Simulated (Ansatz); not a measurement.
Consider the ligand exchange at the Si–O bond: `O[SiH](F)O[SiH2]Cl` + `B[SeH]` → `B[Se][SiH2]Cl` + `O[SiH](O)F`.

Calculated with Ansatz (gas phase, PBE0-D4/def2-TZVP geometries, no zero-point term in ΔE). CCSD(T)/CBS adds triple-zeta CCSD(T) − MP2 to the extrapolated MP2 energy (def2 sets, frozen cores). This one scheme is used for every species. Functionals use def2-TZVPP. For Se outer-core shells are correlated without core-valence functions, which leaves a few kJ/mol of doubt a bond. Scalar relativity is left out up to krypton. Each species was taken in one conformer, which may not be the lowest.

```json
{"level": "PBE0-D4", "ΔE (kJ/mol)": "55.3"}
{"level": "ωB97X-V", "ΔE (kJ/mol)": "66.8"}
{"level": "PBE0", "ΔE (kJ/mol)": "54.3"}
{"level": "MP2/def2-QZVPP", "ΔE (kJ/mol)": "60.4"}
```

Question: What does CCSD(T)/CBS give? (Estimate.)

Answer: Computed: +63.3 kJ/mol. The listed levels differ from it by -8.0, 3.5, -9.0, -2.9 kJ/mol.

Largest T1 diagnostic among the species: 0.013.

From PBE to PBE0 (25 % exact exchange), in def2-TZVPP and without D4, ΔE moves by +4.2 kJ/mol. In def2-TZVPP, CCSD(T) changes the Hartree–Fock value by −16.0 kJ/mol (the triples alone add −3.0 kJ/mol) and MP2 by −21.5 kJ/mol.
